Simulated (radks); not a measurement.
Values are calculated unless marked as measured or tabulated.
Valence configurations of Ho III (all share [Xe]). Code: a radial shooting solver on a logarithmic mesh with Libxc functionals. Model: Dirac Kohn-Sham, PBE, spin-unpolarised, spherical densities, finite nucleus; open shells are shared between the two j in proportion to 2j + 1; Fermi nuclear charge, rms radius 5.2022 fm. Energies are relative to 4f11; eigenvalues in eV.

valence              E (eV)  e(4f5/2)  e(4f7/2)  e(5d3/2)  e(5d5/2)  e(6p1/2)
4f11                  0.000   -17.808   -16.828         -         -         -
4f10.5 6s0.5          2.028   -22.063   -21.050         -         -         -
4f10 6s1              5.778   -26.732   -25.685         -         -         -
4f10 6p1             10.618   -28.019   -26.972         -         -   -13.130
4f9.5 6s1.5          11.439   -31.753   -30.673         -         -         -
4f9.5 5d0.5 6p1      16.031   -31.579   -30.499   -19.079   -18.581   -13.382
4f8.5 5d0.5 6s1 6p1  33.412   -42.325   -41.177   -22.868   -22.248   -14.776
4f8.5 6s1.5 6p1      34.879   -43.928   -42.780         -         -   -15.237
4f7.5 6s1.5 6p2      69.110   -57.048   -55.829         -         -   -17.077
4f6.5 5d1 6s1.5 6p2  100.56   -66.194   -64.909   -30.900   -30.032   -17.448

NIST lists [Xe] 4f11 as the ground configuration; this level of theory agrees among the configurations tried. The energies are those of spherical spin-averaged densities, not of single terms.
